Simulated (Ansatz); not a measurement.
CCl3F3Si (`FC(F)(F)[Si](Cl)(Cl)Cl`), relaxed with RKS PBE-D4/def2-SVP in Ansatz 0.2.0 from a rough embedded geometry. The force threshold is 0.03 eV/Å; the program also tests the step.

The species carries charge 0 and has multiplicity 1.

Start:

```xyz
8

F    -0.371    1.408    1.421
C     0.107    0.986    0.198
F     1.418    1.359    0.176
F    -0.576    1.810   -0.760
Si   -0.061   -0.788   -0.142
Cl   -2.032   -1.456   -0.115
Cl    0.638   -1.355   -1.971
Cl    0.877   -1.965    1.192
```

```json
{"step": "1", "energy (eV)": "-54587.7708", "largest force (eV/Å)": "4.210", "largest move (Å)": "0.000"}
{"step": "2", "energy (eV)": "-54588.1252", "largest force (eV/Å)": "1.893", "largest move (Å)": "0.195"}
{"step": "3", "energy (eV)": "-54588.2336", "largest force (eV/Å)": "0.581", "largest move (Å)": "0.069"}
{"step": "4", "energy (eV)": "-54588.2426", "largest force (eV/Å)": "0.012", "largest move (Å)": "0.034"}
```

End:

```xyz
8

F    -0.388    1.332    1.404
C     0.106    1.009    0.186
F     1.411    1.368    0.156
F    -0.552    1.742   -0.741
Si   -0.095   -0.891   -0.163
Cl   -2.093   -1.351   -0.095
Cl    0.675   -1.284   -2.025
Cl    0.936   -1.925    1.279
```

It took 5.5 s on 4 threads of an Intel Xeon 6975P-C on a shared host, with 0.21 GiB of host memory at the peak.
